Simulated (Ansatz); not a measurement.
Sn2O4⁺, relaxed as a doublet with UKS PBE-D4/def2-SVP in Ansatz, starting from the GFN2-xTB geometry. Force threshold 0.02 eV/Å.

In the def2 sets Sn takes a core potential; there is no spin–orbit coupling. The structure holds 2 bonds between oxygen atoms, so isomers without such links may lie far lower. Another isomer (doublet) lies 0.30 eV lower at PBE0-D4/def2-TZVP; other spin states weren't run for this one.

Start:

```tsv
atom	x (Å)	y (Å)	z (Å)
Sn1	0.315	0.363	-1.362
Sn2	1.864	-2.882	0.954
O3	-1.429	1.528	0.481
O4	-1.774	0.556	-0.332
O5	-0.167	1.874	0.354
O6	1.191	-1.439	-0.094
```

| step | energy (eV) | largest force component (eV/Å) | SCF passes |
| --- | --- | --- | --- |
| 1 | -19826.7076 | 1.344 | 42 |
| 2 | -19826.9812 | 0.465 | 28 |
| 3 | -19827.0160 | 0.521 | 29 |
| 4 (rejected) | -19827.0071 | 0.434 | 28 |
| 5 | -19827.0283 | 0.094 | 24 |
| 6 | -19827.0377 | 0.047 | 23 |
| 7 | -19827.0437 | 0.231 | 27 |
| 8 | -19827.0468 | 0.119 | 22 |
| 9 | -19827.0491 | 0.022 | 23 |
| 10 | -19827.0499 | 0.021 | 23 |
| 11 (rejected) | -19827.0498 | 0.035 | 23 |
| 12 | -19827.0500 | 0.013 | 23 |

Force components are those of the run's own axes.

End:

Cartesian coordinates in Å:
```
Sn 0.3131 0.4515 -1.5398
Sn 1.3520 -2.3162 1.1300
O -1.2158 1.1737 0.6409
O -1.5946 0.2642 -0.2891
O 0.0586 1.5837 0.4330
O 1.0866 -1.1569 -0.3750
```

By distances, no bond broke or formed. The bond that changes most is Sn1–O6, from 2.37 to 2.13 Å (atoms count from 1).

No frequencies were taken in this run, so the end may be a saddle point.

Hardware: 4 threads of INTEL XEON PLATINUM 8581C on a shared host. Wall time 8 s.
